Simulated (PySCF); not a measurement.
Ga(Cl)(Br)(NH2), SMILES [Ga]([Cl])([NH2])[Br] (H2BrClGaN), singlet at its PBE0/def2-SVP optimised geometry (Å):

```
6

Ga    -0.1699     0.2918     0.0000
Cl    -1.2166     2.1551     0.0000
Br     2.1028     0.2918     0.0000
N     -1.0915    -1.2429    -0.0028
H     -0.6534    -2.1551     0.0054
H     -2.1028    -1.2823    -0.0024
```

Computed with PySCF 2.14.0 with PBE0/def2-TZVP. Cells within 0.4 Å of a nucleus heavier than hydrogen are left out (blank, or x).

Map of the electrostatic potential (hartree/e), clipped to [-0.08, 0.12] on the plane z = 0.0 Å:

```
|1111100000000000000000000011111|
|1111000000000000000000000001111|
|1111000111110000000000000000111|
|1110000112332100000000000000011|
|1100001136998410000000000000001|
|1100001389999951000000000000001|
|1100001599999993100000000000001|
|1100001799xx9996211000000000001|
|1100001799xxx998422110000000001|
|11100015999x9999754322221110011|
|1111000399999999997679996321111|
|1111101259999999999999999942111|
|1111111236999999999999999983211|
|11111222469999xx999999x99995211|
|22222233479999xx99999xxx9995211|
|22223344579999xx999999x99995211|
|2223345678999999999999999994211|
|2233468999999999999999999942111|
|23345899999xx999998789997421111|
|23346999999xx999975433332111111|
|23345999999xx999654221111001111|
|2334579999999999643211100001111|
|2333457899999999743221111111111|
|2233445556899999743221111111111|
|2233334444699999643221111111111|
|2223333334579997543222111111111|
|2222233333456665433222111111111|
|2222222333344444332222111111111|
|2222222233333333332222211111111|
|2222222222333333222222211111111|
|2222222222222222222222111111111|
```
Scale: ten equal steps from -0.022 (start of '0') to 0.120 (end of '9'), in the order '0123456789'; x runs from -4.50 to 4.50, y from -4.50 (bottom) to 4.50 (top).
